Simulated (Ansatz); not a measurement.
`CB(C)O[SiH3]` + NH₃ → `CB(N)O[SiH3]` + CH₄ at 298.15 K and 1 bar (ligand exchange at a B–C bond).

Gas-phase electronic energies from Ansatz, PBE0-D4/def2-TZVP geometries. CCSD(T)/CBS is the MP2 limit (def2-TZVPP, def2-QZVPP) plus CCSD(T) − MP2 in def2-TZVPP, frozen cores. This one scheme is used for every species. One conformer a species, not always the lowest.

| species | CCSD(T)/CBS energy (Eh) | H − E (kJ/mol) | S (J/(mol·K)) |
| --- | --- | --- | --- |
| `CB(C)O[SiH3]` | -470.67451 | 306.2 | 380.7 |
| NH₃ | -56.50880 | 100.5 | 192.4 |
| `CB(N)O[SiH3]` | -486.76550 | 281.8 | 362.6 |
| CH₄ | -40.46206 | 127.4 | 186.2 |

H − E and S are ideal-gas, rigid-rotor, harmonic terms from PBE0-D4/def2-TZVP, for one conformer and one mirror image of each species. 1 Eh = 2625.50 kJ/mol, R = 8.31446 J/(mol·K).

Question: By hand: ΔE, ΔH, ΔS and ΔG.

Answer: ΔE = (-486.76550) + (-40.46206) − (-470.67451) − (-56.50880) = -0.04425 Eh = -116.2 kJ/mol. Δ(H − E) = 281.8 + 127.4 − 306.2 − 100.5 = 2.5, so ΔH = -113.7 kJ/mol. ΔS = 362.6 + 186.2 − 380.7 − 192.4 = -24.3 J/(mol·K). ΔG = -113.7 − 298.15 × (-24.3)/1000 = -106.5 kJ/mol.

Question: By hand: the equilibrium constant, and the temperature at which ΔG would vanish if ΔH and ΔS stayed fixed.

Answer: log₁₀ K = −ΔG/(RT ln 10) = 18.7. ΔG = 0 at ΔH/ΔS = 4679 K, far beyond where these terms or the molecules hold.

ΔH outweighs TΔS. A doubt of 5 kJ/mol in ΔE shifts log₁₀ K by 0.9 here. Other conformers and mirror images would add mixing entropy, several J/(mol·K) or more a flexible species. Modes under 60 cm⁻¹, often nearly free rotors, make the harmonic entropy too high. These are equilibria of isolated gas molecules and say nothing of rates. Largest T1 diagnostic: 0.011 (customary marks: 0.02 for closed shells, 0.045 for open ones).
